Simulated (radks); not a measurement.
Values are calculated unless marked as measured or tabulated.
Sr XX, 19 electrons, occupied as [Ne] 3s1.5 3p6 3d1 4f0.5 (fractional occupations, a model configuration).

Code: a radial shooting solver on a logarithmic mesh with Libxc functionals. Model: scalar-relativistic Kohn-Sham, PBE, spin-unpolarised, spherical densities, point nucleus.

Energy parts (eV):
| part | energy |
|---|---|
| total | -80759.433 |
| kinetic | 82980.026 |
| electron-nucleus | -180366.366 |
| Hartree | 18825.619 |
| exchange-correlation | -2198.713 |

Orbitals (lengths in bohr, moments of r in powers of bohr; r(max) is where P^2 peaks; r(90%) holds 90 % of the orbital's charge):
1s: occ. 2; eigenvalue (eV) -16675.01; r(90%) 0.0701; <r> 0.03917; r(max) 0.02554
2s: occ. 2; eigenvalue (eV) -2888.949; r(90%) 0.264; <r> 0.1713; r(max) 0.1448
2p: occ. 6; eigenvalue (eV) -2652.062; r(90%) 0.243; <r> 0.1493; r(max) 0.1158
3s: occ. 1.5; eigenvalue (eV) -944.3267; r(90%) 0.646; <r> 0.4432; r(max) 0.4104
3p: occ. 6; eigenvalue (eV) -867.5212; r(90%) 0.647; <r> 0.4356; r(max) 0.3989
3d: occ. 1; eigenvalue (eV) -754.5493; r(90%) 0.612; <r> 0.3964; r(max) 0.3291
4s: occ. 0; eigenvalue (eV) -450.9369; r(90%) 1.25; <r> 0.8885; r(max) 0.8758
4p: occ. 0; eigenvalue (eV) -421.4301; r(90%) 1.28; <r> 0.9017; r(max) 0.8889
4d: occ. 0; eigenvalue (eV) -379.0551; r(90%) 1.30; <r> 0.8977; r(max) 0.8787
4f: occ. 0.5; eigenvalue (eV) -341.9534; r(90%) 1.22; <r> 0.8310; r(max) 0.7292
5f: occ. 0; eigenvalue (eV) -214.2895; r(90%) 2.15; <r> 1.502; r(max) 1.559

The highest occupied level is 4f at -341.95 eV. The configuration is held as typed, so some empty levels lie below it. Summed over all electrons, <r^2> = 2.455 bohr^2, which gives a Langevin (diamagnetic) susceptibility term of -1.94 x 10^-6 cm^3/mol. The density falls to 0.001 e/bohr^3 at r = 1.63 bohr.
